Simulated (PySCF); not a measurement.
A GIAO shielding run with PySCF 2.14.0 with density-fitted response routines (density fitting, non-relativistic, gas phase) on SMILES CC(C)(CC#N)C[SiH2]P, C6H14NPSi:

```
$ OMP_NUM_THREADS=1 python probes_run.py task.json out

{"job": {"kind": "nmr", "xc": "PBE0", "basis": "pcSseg-1"}, "charge": 0, "multiplicity": 1}
C     -1.679224    -0.692821     1.407891
C     -0.927360    -0.193668     0.168427
C     -1.504567    -0.867784    -1.074664
C     -1.136596     1.330263     0.044974
C     -0.535339     2.044830     1.138639
N     -0.056907     2.604118     2.013959
C      0.561644    -0.519292     0.322288
Si     1.760028     0.027137    -1.056873
P      3.755782    -0.751165    -0.404363
H     -2.743041    -0.474751     1.328758
H     -1.560318    -1.768724     1.515543
H     -1.298247    -0.212908     2.307406
H     -1.040483    -0.481592    -1.978390
H     -2.577534    -0.697661    -1.139026
H     -1.333020    -1.940732    -1.033363
H     -0.699625     1.695319    -0.887456
H     -2.206866     1.557634     0.037135
H      0.913637    -0.082832     1.261948
H      0.664737    -1.601987     0.438111
H      1.456030    -0.602779    -2.349376
H      1.752032     1.484885    -1.254669
H      4.468455    -0.047405    -1.355440
H      3.962028     0.218898     0.558621
```

Hardware: 1 thread of an Arm Neoverse V1, shared host. The job also computes population analyses, field gradients.

(1) How large is the calculation?

(2) How long does it take, and how much memory does it need?

## Answers

(1) 86 electrons, 237 basis functions and 1268 auxiliary functions.

(2) 80 s of wall time, with 14 SCF cycles and 5 response iterations; peak memory 1.2 GiB. Times on a shared host scatter by some tens of per cent.
